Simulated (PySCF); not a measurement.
PySCF job for C4H10OSi, SMILES C1O[C@H](C)[Si@@H]1C, SMD-PBE0/6-31G*. Geometry optimised at PBE0-D3(BJ)/def2-SVP. The structure was generated by enumeration; whether it is a known compound was not checked.

```python
import numpy as np
from pyscf import gto, scf, dft
from pyscf.solvent import smd

mol = gto.M(
    atom='''
    C    -1.52707335    1.47546632    0.44669872
    C    -1.09550844    0.03460652    0.32647081
    O    -1.07386252   -0.38646515   -1.05231062
    C     0.07879005   -1.23282027   -1.14163580
    Si    0.72943175   -0.51534350    0.49716487
    C     2.00233947    0.85057184    0.33674133
    H    -2.52160137    1.61760331   -0.00622527
    H    -1.58897212    1.77558711    1.50430593
    H    -0.82709857    2.15216844   -0.06700355
    H    -1.78732859   -0.61129676    0.90545294
    H     0.63094349   -1.04251465   -2.07707326
    H    -0.19417963   -2.30575790   -1.11929813
    H     1.11065375   -1.45238105    1.60252191
    H     2.06981425    1.44148622    1.26373935
    H     3.00110877    0.43553276    0.12922705
    H     1.73422938    1.52915617   -0.48712059
    ''',
    basis='6-31G*',
    charge=0,
    spin=0,
    max_memory=1600,
    verbose=3,
)
mf = dft.RKS(mol, xc='pbe0').density_fit(auxbasis='def2-universal-jkfit')
mf.grids.level = 3
mf.conv_tol = 1e-9
mf.max_cycle = 100
mf.kernel()
res = {}
for name in ['water', 'ethylethanoate', 'dichloromethane']:
    s = mf.SMD()
    s.with_solvent.solvent, s.with_solvent.sasa_ng = name, 194
    s.kernel(mf.make_rdm1())
    res[name] = (s.e_tot, s.with_solvent.get_cds(), s.dip_moment(), s.mo_energy, s.converged)
    print(f'SMD {name}: dG(solv) = {(s.e_tot - mf.e_tot) * 627.509474:.3f} kcal/mol, of which CDS {res[name][1] * 627.509474:.3f}')
```

Output:

```
converged SCF energy = -522.708477263826
converged SCF energy = -522.710359210614
Dipole moment(X, Y, Z, Debye):  1.96882,  0.38545,  1.50049
SMD water: dG(solv) = -1.181 kcal/mol, of which CDS 4.122
converged SCF energy = -522.713734603951
Dipole moment(X, Y, Z, Debye):  1.70157,  0.40413,  1.20705
SMD ethylethanoate: dG(solv) = -3.299 kcal/mol, of which CDS -0.928
converged SCF energy = -522.714540596435
Dipole moment(X, Y, Z, Debye):  1.75133,  0.40688,  1.25689
SMD dichloromethane: dG(solv) = -3.805 kcal/mol, of which CDS -0.910
```

The run converged.

Cost: about 110 core-seconds (a rough figure).
